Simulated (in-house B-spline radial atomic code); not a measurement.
# Ionising the niobium ion Nb⁸⁺ with different functionals

Computed with a B-spline radial code for spherical atoms: four-component Dirac-Coulomb Hamiltonian, Fermi nucleus of rms radius 4.324 fm, spin-restricted, spherical fractional occupations for the functionals, and exact exchange of hybrids averaged over the configuration. The ionisation energy is the difference of two self-consistent energies, [Ar] 3d10 4s2 4p3 → [Ar] 3d10 4s2 4p2, without Breit or QED terms; ε is the level of the shell that loses the electron (mean over j). The electron is taken from both j subshells in proportion to 2j + 1, so the result is a j average, not the step between ground levels.

```csv
method,rung,ΔSCF (eV),-ε(4p) (eV)
B97-1,global hybrid,158.69,151.17
wB97X,range-separated hybrid,158.57,154.05
CAM-B3LYP,range-separated hybrid,?,?
LC-wPBE,range-separated hybrid,?,?
```

Q: What does LC-wPBE give?

A: ΔSCF 158.83 eV, and -ε(4p) = 154.48 eV.

Q: What does CAM-B3LYP give?

A: ΔSCF 158.85 eV, and -ε(4p) = 153.18 eV.

Q: Among the functionals, which spreads more, the ΔSCF values or the orbital energies?

A: The orbital energies: ΔSCF values span about 0.29 eV and the orbital energies 3.31 eV; here energy differences depend much less on the functional than eigenvalues do.

Q: How do they compare with the NIST value?

A: NIST lists 159.2 eV ± 0.7 (semi-empirical, ground level to ground level). Errors run from -0.63 to -0.35 eV; all lie within about twice that uncertainty, so the table can't rank the methods.
